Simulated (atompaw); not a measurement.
# What one change does to a pseudopotential (F (Z = 9), PAW (atompaw))

* Element: F
* Generator: atompaw 4.2.0.5
* Type: PAW
* Functional: PBE
* Relativity: scalar-relativistic
* Frozen core: [He]
* Valence charge: 7
* Reference configuration: 2s2 2p5
* Partial waves: 2s (bound): rc 1.65 bohr; 2s channel at -1.7 Ry: rc 1.65 bohr; 2p (bound): rc 1.65 bohr; 2p channel at 0.4 Ry: rc 1.65 bohr
* Local potential: bessel scheme, radius 1.35 bohr
* Core correction: smooth core density matched at 0.95 bohr
* Augmentation charge: besselshape compensation charge, radius 1.55 bohr; PAW radius 1.65 bohr; waves and projectors: custom rrkj gramschmidtortho

All-electron outer shells of the reference configuration (PBE, scalar-relativistic, ld1.x):

```csv
shell,level (eV),outermost node (bohr),outermost maximum (bohr)
1s,-663.37,–,0.11
2s,-29.90,0.24,0.76
2p,-11.11,–,0.71
```

Change: all radii scaled by about 0.74 (s 1.22, p 1.22 bohr); local potential bessel scheme, radius 1.00 bohr; augmentation besselshape compensation charge, radius 1.16 bohr; PAW radius 1.22 bohr; waves and projectors: custom rrkj gramschmidtortho; core correction smooth core density matched at 0.70 bohr.

Cutoffs: the cutoffs (Ry, on a coarse ladder) from which the occupation-weighted sum of valence levels, in a spherical-Bessel basis at the reference potential, stays within 10 and 1 mRy of its value at 400 Ry; they do not see the model core or the augmentation charge, which bear on the density cutoff.

Q: What does the change do?

A: The potential gets harder (25 Ry and 45 Ry → 50 Ry and 80 Ry); neither file shows a bound ghost. A smaller radius makes the pseudo-wave follow the all-electron one further in, where it bends more sharply, so more plane waves are needed.

```csv
quantity,base,changed
"cutoff, loose",25 Ry,50 Ry
"cutoff, tight",45 Ry,80 Ry
loose cutoff by channel (10 mRy a level),"s 15 Ry, p 21 Ry","s 25 Ry, p 45 Ry"
bound ghosts,none,none
lowest overlap eigenvalue by channel,"s 0.56, p 0.64","s 0.71, p 0.91"
```

 The cutoffs see the waves, projectors and local potential, not the compensation charge or the core.
